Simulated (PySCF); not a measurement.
**Computed vibrations of Yb(NH2)2**

Yb(NH2)2 (singlet). PySCF 2.14.0, RKS PBE0, Yb def2-SVP with ECP28, N def2-SVP, H def2-SVP; non-relativistic Hamiltonian with scalar-relativistic core potentials where named; density fitting; no spin-orbit coupling. Central differences of gradients.

```xyz
7

Yb    0.0000    0.0000   -0.1615
N     1.9583    0.0000    0.8242
H     2.4343   -0.8013    1.2423
H     2.4343    0.8013    1.2423
N    -1.9583    0.0000    0.8242
H    -2.4343    0.8013    1.2423
H    -2.4343   -0.8013    1.2423
```

Run from Python with OMP_NUM_THREADS=2. Where DIIS fails, smearing, a level shift and second-order steps follow.
It took 76 s on 2 threads of Arm Neoverse V2, with other jobs on the host.

(1) What are the harmonic wavenumbers and infrared intensities?

(2) Is this a minimum?

Results:

(1) Modes are labelled in C2v; negative numbers are unstable modes, those under 60 cm⁻¹ near the noise; a finer grid moves soft modes by up to 10 cm⁻¹.
```csv
cm⁻¹,km/mol,symmetry
-188,–,a2
-159,–,b2
105,4.3,a1
300,0.0,a2
322,100.2,b2
390,149.7,b1
435,153.4,a1
478,95.9,b1
491,27.6,a1
1526,11.0,b1
1530,9.6,a1
3515,0.6,b1
3517,1.0,a1
3586,0.0,a2
3586,0.7,b2
```

(2) No: 2 unstable; the lowest moves the atoms so:
```
Yb   0.00  0.00  0.00
N    0.00 -0.01  0.00
H    0.28 -0.05 -0.41
H   -0.28 -0.05  0.41
N    0.00  0.01  0.00
H   -0.28  0.05 -0.41
H    0.28  0.05  0.41
```
